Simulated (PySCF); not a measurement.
Compound: C5H8OSi.
Cartesian coordinates in Å at the PBE0-D3(BJ)/def2-SVP level; atoms count from 1:
```xyz
15
C5H8OSi angstrom
C     -1.499    0.065   -2.522
C     -1.250   -0.259   -1.130
C     -1.004   -0.512    0.035
C     -0.726   -0.810    1.394
C      0.428   -0.512    2.023
O      1.500    0.099    1.517
Si     1.909    0.732    0.005
H     -0.799    0.842   -2.871
H     -2.521    0.447   -2.668
H     -1.372   -0.816   -3.172
H     -1.495   -1.317    1.984
H      0.563   -0.777    3.077
H      3.282    1.261    0.233
H      1.954   -0.327   -1.041
H      1.008    1.850   -0.389
```

The calculation used PySCF 2.14.0, density-fitted response routines, TDDFT wB97X-D/def2-SVPD, vertical, gas phase, core orbitals frozen in the response.

Transition dipole moments from the ground state, in atomic units and in the frame of the coordinates above (overall signs are arbitrary), for the states with f of 0.002 or more among the lowest 10:

| state | E (eV) | μx | μy | μz |
| --- | --- | --- | --- | --- |
| S1 | 5.274 | 0.978 | 0.145 | 0.982 |
| S2 | 5.431 | -0.096 | 0.016 | -0.088 |
| S5 | 6.437 | 0.041 | -0.140 | -0.036 |
| S6 | 6.978 | -0.174 | 0.305 | 0.081 |
| S7 | 7.052 | 0.887 | 0.188 | 0.537 |
| S9 | 7.425 | -0.310 | -0.101 | -0.171 |
| S10 | 7.536 | 0.119 | -0.001 | 0.110 |

What oscillator strength does each state have?

f = (2/3) ΔE |μ|² with ΔE in hartree (27.2114 eV).

```json
{"state": "S1", "|μ|² (au)": "1.942", "|μ| (D)": "3.54", "f": "0.251"}
{"state": "S2", "|μ|² (au)": "0.017", "|μ| (D)": "0.33", "f": "0.002"}
{"state": "S5", "|μ|² (au)": "0.023", "|μ| (D)": "0.38", "f": "0.004"}
{"state": "S6", "|μ|² (au)": "0.130", "|μ| (D)": "0.92", "f": "0.022"}
{"state": "S7", "|μ|² (au)": "1.111", "|μ| (D)": "2.68", "f": "0.192"}
{"state": "S9", "|μ|² (au)": "0.136", "|μ| (D)": "0.94", "f": "0.025"}
{"state": "S10", "|μ|² (au)": "0.026", "|μ| (D)": "0.41", "f": "0.005"}
```

Which bond between heavy atoms lies closest to the direction of the S1 transition dipole?

C4–C5, at 18° from it; next C2–C3 and C3–C4 at 37°.

What angle do the transition dipoles of S1 and S9 make?

|cos θ| = |μa·μb| / (|μa| |μb|) = 0.95, so θ ≈ 19° (taken between 0 and 90°, since the signs are arbitrary).

What peak molar absorption coefficient would the strongest computed level give as a lone Gaussian band 0.5 eV wide at half height?

ε(max) = 2.175×10⁸ f / FWHM, with the width in cm⁻¹. S1: 2.175×10⁸ × 0.2510 / 4033 ≈ 14000 L mol⁻¹ cm⁻¹.

All these states lie below the vertical ionisation energy of 8.14 eV (ΔSCF).

One conformer stands for the species.
